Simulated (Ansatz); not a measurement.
The same path of Al2ClH3N (7 atoms, charge -1, multiplicity 1) was run twice with different band settings. Made: N1–Al3.

Theory: UKS PBE/def2-SVP in Ansatz 0.2.0.

Relaxed end points:

```xyz
7
Properties=species:S:1:pos:R:3
N -2.329 0.602 0.193
Al -0.910 -0.201 -0.454
Al 1.565 -0.085 0.270
Cl -1.178 -1.534 -2.194
H -2.116 1.202 1.013
H 2.068 0.792 1.565
H 2.900 -0.775 -0.394
```

```xyz
7
Properties=species:S:1:pos:R:3
N -0.640 0.516 0.036
Al -0.664 -1.090 -0.798
Al 1.152 0.165 0.492
Cl -2.584 -1.676 -1.768
H -1.221 1.335 0.254
H 1.574 -0.210 2.033
H 2.383 0.959 -0.248
```

Common settings: movable images 7; climbing image yes; optimiser quadratic models (default); start path through a guess of the saddle point; force threshold 0.05 eV/Å; iteration limit 60; end points relaxed.

| run | spring |
| --- | --- |
| 1 | 5.0 eV/Å² |
| 2 | 20.0 eV/Å² |

(1) What does each run give, and how far can it be trusted?

## Answers

(1) Run 1: converged after 23 iterations, highest image 0.000 eV above the first end. The highest image is an end point: on this band no image between the ends rises above it.
Run 2: converged after 42 iterations, highest image 0.000 eV above the first end. The highest image is an end point: on this band no image between the ends rises above it.
Limits of this set-up: an anion without diffuse functions.
